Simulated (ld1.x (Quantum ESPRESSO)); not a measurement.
**Pseudopotential generation for silver: TM, PBE, fully relativistic.**

silver (Ag), norm-conserving Troullier–Martins (Kleinman–Bylander form), made with ld1.x (Quantum ESPRESSO) 7.5 (PBE, fully relativistic). Core [Ar] 3d10 4s2, reference 4p6 4d10 5s1 5p0. Waves: 5s (bound): rc 2.35 bohr; 4d (bound): rc 1.35 bohr; 4p (bound): rc 1.00 bohr. Local part: the p channel. Core correction: none.

Open shells are filled in proportion to 2j + 1 (rel_dist='average').

All-electron outer shells of the reference configuration (PBE, scalar-relativistic, ld1.x):

| shell | level (eV) | outermost node (bohr) | outermost maximum (bohr) |
| --- | --- | --- | --- |
| 3d | -358.48 | – | 0.27 |
| 4s | -95.05 | 0.44 | 0.82 |
| 4p | -58.57 | 0.44 | 0.87 |
| 4d | -7.44 | 0.43 | 1.04 |
| 5s | -4.40 | 1.11 | 2.49 |
| 5p | -0.74 | 1.25 | 3.86 |

Calculated quality:

```
Cutoffs needed           : 160 Ry and 200 Ry (the cutoffs (Ry, on a coarse ladder) from which the occupation-weighted sum of valence levels, in a spherical-Bessel basis at the reference potential, stays within 10 and 1 mRy of its value at 400 Ry)
Ghost test               : ghost states, extra bound levels that the all-electron valence spectrum of the same l lacks: p1/2 at -58.6 eV, s at -26.5 eV; a true bound ghost makes a file unfit for plane-wave use (spherical-Bessel basis up to 400 Ry, 20 bohr box)
Largest excitation error : +97 meV (all-electron minus pseudo) for 4p6 4d7 5s0 5p0, out of 7 test configurations
```

Note: ghost states, extra bound levels that the all-electron valence spectrum of the same l lacks: p1/2 at -58.6 eV, s at -26.5 eV. A true bound ghost makes a file unfit for plane-wave use. The potential misses its own reference levels by up to 3.4 eV, so it is not fit for use.

Generation and tests took about 3 s on one core of a shared server CPU.
